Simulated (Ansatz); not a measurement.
Born–Oppenheimer molecular dynamics of Cl2HInO (5 atoms, charge 0, multiplicity 1). It starts from a relaxed structure.

Level of theory: Ansatz, RHF/def2-SVP.

| Item | Value |
| --- | --- |
| ensemble | NVT, Nosé–Hoover chain |
| time step | 0.25 fs |
| steps asked | 166 |
| set temperature | 300 K |
| thermostat | time constant 50 fs, chain length 3 |
| temperature schedule | 41 steps to 300 K, then 125 steps to 600 K |
| seed | 196136 |

Frames 0.5 fs apart, positions in Å, forces in eV/Å.

Velocities at 15.0 fs (Å/ps):

```
In 0.85 -0.15 -1.40
O -6.18 0.64 0.80
H 1.81 -1.54 -9.90
Cl 1.08 0.17 0.88
Cl -1.09 0.05 3.56
```

```xyz
5
Properties=species:S:1:pos:R:3:forces:R:3 time_fs=15.0 energy_less_start_eV=0.034 T=214
In -0.003 -0.038 -0.045 0.01 0.04 -0.55
O -0.116 -0.110 1.875 -0.52 -0.14 1.24
H -0.964 -0.216 2.304 0.59 0.10 -0.31
Cl 2.022 0.047 -1.153 0.18 0.01 -0.11
Cl -2.028 -0.009 -1.174 -0.26 0.00 -0.27
5
Properties=species:S:1:pos:R:3:forces:R:3 time_fs=15.5 energy_less_start_eV=0.031 T=223
In -0.002 -0.038 -0.046 0.01 0.04 -0.50
O -0.119 -0.109 1.876 -0.18 -0.10 1.02
H -0.963 -0.216 2.298 0.25 0.06 -0.13
Cl 2.022 0.047 -1.153 0.19 0.01 -0.11
Cl -2.028 -0.009 -1.172 -0.27 0.00 -0.27
5
Properties=species:S:1:pos:R:3:forces:R:3 time_fs=16.0 energy_less_start_eV=0.030 T=226
In -0.002 -0.038 -0.047 0.00 0.04 -0.45
O -0.122 -0.109 1.876 0.22 -0.05 0.77
H -0.961 -0.217 2.293 -0.15 0.01 0.07
Cl 2.023 0.047 -1.152 0.19 0.01 -0.11
Cl -2.029 -0.008 -1.170 -0.27 0.00 -0.28
5
Properties=species:S:1:pos:R:3:forces:R:3 time_fs=16.5 energy_less_start_eV=0.032 T=220
In -0.002 -0.038 -0.047 0.00 0.04 -0.40
O -0.126 -0.109 1.877 0.62 0.00 0.53
H -0.959 -0.217 2.287 -0.55 -0.05 0.27
Cl 2.023 0.047 -1.152 0.19 0.01 -0.11
Cl -2.029 -0.008 -1.168 -0.27 0.00 -0.28
5
Properties=species:S:1:pos:R:3:forces:R:3 time_fs=17.0 energy_less_start_eV=0.036 T=210
In -0.001 -0.038 -0.048 0.00 0.04 -0.35
O -0.129 -0.108 1.878 0.95 0.05 0.32
H -0.959 -0.218 2.282 -0.87 -0.09 0.43
Cl 2.024 0.047 -1.151 0.20 0.01 -0.12
Cl -2.030 -0.008 -1.167 -0.28 0.00 -0.29
5
Properties=species:S:1:pos:R:3:forces:R:3 time_fs=17.5 energy_less_start_eV=0.039 T=203
In -0.001 -0.038 -0.049 -0.01 0.04 -0.30
O -0.132 -0.108 1.879 1.15 0.07 0.18
H -0.960 -0.219 2.279 -1.06 -0.12 0.52
Cl 2.025 0.047 -1.151 0.20 0.01 -0.12
Cl -2.031 -0.008 -1.165 -0.28 0.00 -0.29
5
Properties=species:S:1:pos:R:3:forces:R:3 time_fs=18.0 energy_less_start_eV=0.039 T=204
In 0.000 -0.038 -0.050 -0.01 0.04 -0.25
O -0.134 -0.108 1.880 1.16 0.08 0.14
H -0.964 -0.220 2.276 -1.07 -0.12 0.52
Cl 2.025 0.047 -1.151 0.20 0.01 -0.12
Cl -2.031 -0.008 -1.163 -0.28 0.00 -0.30
5
Properties=species:S:1:pos:R:3:forces:R:3 time_fs=18.5 energy_less_start_eV=0.036 T=213
In 0.000 -0.038 -0.050 -0.02 0.04 -0.19
O -0.137 -0.107 1.881 0.99 0.06 0.18
H -0.971 -0.221 2.275 -0.89 -0.09 0.43
Cl 2.026 0.047 -1.150 0.21 0.01 -0.12
Cl -2.032 -0.008 -1.161 -0.28 0.00 -0.30
5
Properties=species:S:1:pos:R:3:forces:R:3 time_fs=19.0 energy_less_start_eV=0.031 T=225
In 0.001 -0.038 -0.051 -0.03 0.03 -0.14
O -0.139 -0.107 1.882 0.67 0.01 0.30
H -0.980 -0.223 2.275 -0.57 -0.05 0.27
Cl 2.026 0.048 -1.150 0.21 0.01 -0.12
Cl -2.033 -0.008 -1.160 -0.29 0.00 -0.30
5
Properties=species:S:1:pos:R:3:forces:R:3 time_fs=19.5 energy_less_start_eV=0.028 T=233
In 0.001 -0.038 -0.052 -0.04 0.03 -0.09
O -0.142 -0.107 1.883 0.28 -0.04 0.44
H -0.990 -0.225 2.275 -0.17 0.00 0.08
Cl 2.027 0.048 -1.149 0.21 0.01 -0.13
Cl -2.033 -0.008 -1.158 -0.29 0.00 -0.31
5
Properties=species:S:1:pos:R:3:forces:R:3 time_fs=20.0 energy_less_start_eV=0.028 T=233
In 0.002 -0.038 -0.053 -0.05 0.03 -0.04
O -0.144 -0.106 1.884 -0.12 -0.09 0.59
H -1.000 -0.226 2.276 0.24 0.06 -0.12
Cl 2.028 0.048 -1.149 0.22 0.01 -0.13
Cl -2.034 -0.008 -1.157 -0.29 -0.01 -0.31
5
Properties=species:S:1:pos:R:3:forces:R:3 time_fs=20.5 energy_less_start_eV=0.032 T=225
In 0.002 -0.038 -0.053 -0.06 0.03 0.02
O -0.146 -0.106 1.885 -0.47 -0.14 0.70
H -1.010 -0.228 2.276 0.60 0.11 -0.28
Cl 2.029 0.048 -1.149 0.22 0.01 -0.13
Cl -2.035 -0.008 -1.155 -0.29 -0.01 -0.31
```

Of the whole run (42 fs, mean temperature of the second half 175 K): The conserved energy stayed within 0.025 meV per atom of its start (net change 0.024 meV per atom), so the integration is sound. The schedule's set-point averaged 500 K over the second half and the system 175 K, so it lags behind the ramp. A run of 0.042 ps of so small a system gives no equilibrium averages.

Time of the run: 3.3 min on 1 thread of Intel(R) Xeon(R) 6975P-C (Granite Rapids), with other jobs on the host, peak memory 0.18 GiB.
